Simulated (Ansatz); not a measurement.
C5H10BN, SMILES `BN(C=C)CC=C`, 17 atoms. Total charge 0; spin multiplicity 1. All runs use 4 threads of an Arm Neoverse V2 on a shared host. Correlated methods freeze the cores.

Question: Give the basis size and wall time and peak host memory of each of these runs in Ansatz. RKS ωB97M-V/def2-SVP energy; RKS PBE0-D4/def2-TZVPP energy; RKS ωB97M-V/def2-QZVPP energy; RKS PBE0-D4/def2-SVP energy; RKS revPBE-D4/def2-TZVPP energy; direct RPA on PBE orbitals/def2-TZVPP energy; RKS CAM-B3LYP-D4/def2-TZVPP energy; RKS PBE0-D4/def2-QZVPP energy; RKS PBE0-D4/def2-TZVP relaxation (6 steps); RHF-CCSD(T)/def2-SVP energy; RHF-MP2/def2-TZVPP energy; RKS HSE06 (plane-wave form)-D4/def2-TZVPP energy. (Best estimate.)

Answer: The calculation gave: Other jobs shared the machine, so times are rough.

```csv
level,job,functions,wall time,peak host memory (GiB)
RKS PBE0-D4/def2-SVP,energy,148,2.1 s,0.39
RKS revPBE-D4/def2-TZVPP,energy,357,4.5 s,0.58
RKS PBE0-D4/def2-TZVPP,energy,357,6.5 s,1.1
RKS HSE06 (plane-wave form)-D4/def2-TZVPP,energy,357,7 s,1.2
RKS ωB97M-V/def2-SVP,energy,148,7.5 s,0.53
RKS CAM-B3LYP-D4/def2-TZVPP,energy,357,7.5 s,1.3
RHF-MP2/def2-TZVPP,energy,357,11 s,1.3
direct RPA on PBE orbitals/def2-TZVPP,energy,357,14 s,1.4
RKS PBE0-D4/def2-QZVPP,energy,699,21 s,3.1
RHF-CCSD(T)/def2-SVP,energy,148,33 s,1.4
RKS ωB97M-V/def2-QZVPP,energy,699,41 s,3.9
RKS PBE0-D4/def2-TZVP,relaxation (6 steps),277,47 s,0.96
```
